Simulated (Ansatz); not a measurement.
Input file for Ansatz (a program for electronic structure): R-B3LYP-D3(BJ)/def2-TZVP on GeH2O (SMILES [OH][GeH]).

Ansatz 0.2 input:
```yaml
crystal:
  periodic: [false, false, false]
  atoms:
    - {symbol: Ge, position_ang: [-0.24377540, -0.54662509, 0.96341724]}
    - {symbol: H, position_ang: [-1.54841184, -0.43399342, -0.13853293]}
    - {symbol: O, position_ang: [0.95940287, 0.31210430, -0.00904413]}
    - {symbol: H, position_ang: [0.80379050, 0.70199684, -0.84386226]}
basis:
  gaussian:
    orbitals: def2-TZVP
hamiltonian:
  xc: b3lyp
  dispersion: d3bj
relax: {f_tol: 0.003, max_steps: 120}
```

**Question.** What total energy does the run end on?

**Answer.** -2153.5121 hartree.

**Question.** How many basis functions does it have, and what does it roughly cost on one machine?

**Answer.** 91 functions; around 11 core-seconds (rough).
